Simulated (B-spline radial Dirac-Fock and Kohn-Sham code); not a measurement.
**The M1 (3s) level from Sn to Pr**

Level of theory: ΔSCF Dirac-Fock with Breit, self-energy and vacuum polarisation, finite nucleus, configuration average; a radial atomic solver. Free neutral atoms, energies in eV. Correlation energy is missing from these numbers. Relaxation, Breit and QED are contributions to the binding energy. "Screened" places the removed electron in the lowest shell with room, a model of an edge from the Fermi level; tabulated edges (Elam, Ravel and Sieber 2002) are for the standard state, and for monatomic gases they compare with the unscreened value. A dash: no value, or a hole state left out as unreliable.

```csv
Z,element,binding,relaxation,Breit,QED,screened,tabulated edge
50,Sn,895.7,-16.0,-0.80,-0.80,888.1,884.7
51,Sb,956.4,-16.2,-0.88,-0.87,947.5,940
52,Te,1019.2,-16.4,-0.95,-0.94,1008.9,1006
53,I,1084.2,-16.6,-1.03,-1.01,1072.6,1072
54,Xe,1151.4,-16.8,-1.12,-1.09,1148.0,1148.7
55,Cs,1226.5,-17.0,-1.22,-1.18,1222.3,1211
56,Ba,1304.2,-17.1,-1.32,-1.26,1300.4,1293
57,La,1381.7,-17.6,-1.43,-1.36,1374.8,1362
58,Ce,1450.7,-18.9,-1.57,-1.47,1443.8,1436
59,Pr,1511.6,-21.2,-1.73,-1.58,1505.9,1511
```

Q: With what power of Z do the binding energy and the Breit term grow over this range?

A: Between the end points the binding energy grows as Z^3.16 and the Breit term as Z^4.62.

Values without a named source are computed, but for edge energies of neutral atoms, which are taken from tables.
